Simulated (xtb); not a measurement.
Al(H)(NHMe)(OH) (CH₆AlNO), SMILES C[NH][AlH][OH]. All values are semi-empirical tight-binding results from xtb (GFN2-xTB unless named), good for trends rather than for accurate numbers. Geometry: GFN2-xTB. Other conformers were not sampled.

For metal compounds this method's bond lengths and energies can be far off.

The point group as xtb finds it is Cs, the orbital gap is 3.88 eV and the zero-point energy is 45.0 kcal/mol. The G − E(el) at 298.15 K (modified RRHO) is 26.2 kcal/mol.
